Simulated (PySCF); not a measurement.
Compound: C5H8NO (doublet state).
Structure used (GFN2-xTB), in Å, numbered top down from 1:
```
atom  x, y, z in Å
C1    -2.2997    0.3168    0.1470
C2    -1.5977   -0.0606   -1.1128
N3    -0.3447   -0.3581   -1.2189
C4     0.4930   -0.7320   -0.2920
C5     1.9571   -0.5803   -0.5067
C6     2.1555    0.7627    0.1609
O7     2.4955    0.9230    1.3019
H8    -2.7613   -0.5691    0.5909
H9    -1.5986    0.7309    0.8703
H10   -3.0884    1.0382   -0.0518
H11   -2.1605   -0.0527   -2.0360
H12    0.1646   -1.1378    0.6631
H13    2.5256   -1.3550    0.0044
H14    2.1955   -0.5304   -1.5667
H15    1.8595    1.6125   -0.4812
```

The hyperfine couplings belong to this conformer and change with its torsions.

As a line formula: `C/C=N\[CH]CC=O` [radical].

Method used: UKS B3LYP, pcH-1 on C H N O, non-relativistic, mean-field spin-orbit, GIAO (PySCF). One conformer (not necessarily the lowest) at the GFN2-xTB geometry, without solvent, vibrations or thermal averaging. The geometry wasn't refined by DFT: couplings that depend on bond lengths, twists or pyramidal angles can differ widely from those at the functional's own minimum. The frame is twisted about the N3–C4 bond at this geometry (dihedral C2–N3–C4–H12 = 20°); couplings at other torsion angles weren't computed. Stability of the SCF solution: not tested.

Match the computed a_iso(13C) values +72.3, +60.8, +45.7, -16.4, -12.5 MHz with the sites C1; C2; C4; C5; C6.

```tsv
site	a_iso (MHz)	ρ(0) (bohr⁻³)	position	distance from C4 (Å)	spin population	largest |T| (MHz)
C1	-16.4	-0.0146	1 bond from C2	3.02	-0.03	2.9
C2	+60.8	+0.0540	a main spin site	2.34	+0.52	87.7
C4	+72.3	+0.0644	largest spin population	0.00	+0.55	91.0
C5	-12.5	-0.0111	1 bond from C4	1.49	-0.05	1.9
C6	+45.7	+0.0407	2 bonds from C4	2.28	+0.01	7.2
```

ρ(0) is the spin density at the nucleus and T the dipolar tensor; entries for several nuclei are means. Largest spin populations (Mulliken): C4 (+0.55), C2 (+0.52) and N3 (-0.09). The positive populations add up to 1.21 and the negative ones to -0.21, together 2S = 1. The angles at C4 add up to 360.0°, so it is planar. Main spin sites, with 60 % or more of the largest population: C2, C4; positions count bonds from the nearest.

β density exceeds α density at some nuclei, such as C1 (-0.0146), C5 (-0.0111) and H11 (-0.0067), spin density in bohr⁻³. In a single determinant that takes different orbitals for the two spins, that is spin polarisation.

Nuclei that the bonding pattern makes equivalent are averaged, as if the motion that swaps them (rotation, inversion, ring flip) were fast. The three 1H nuclei of mean +37.1 MHz run from 10.9 to 81.8 MHz in the frozen geometry. The 1H value of +25.0 MHz is a mean of couplings from 19.0 to 31.1 MHz in this one geometry, not an average over conformers.

The SMILES `C/C=N\[CH]CC=O` draws the unpaired electron on C4, whose computed spin population is only +0.55.
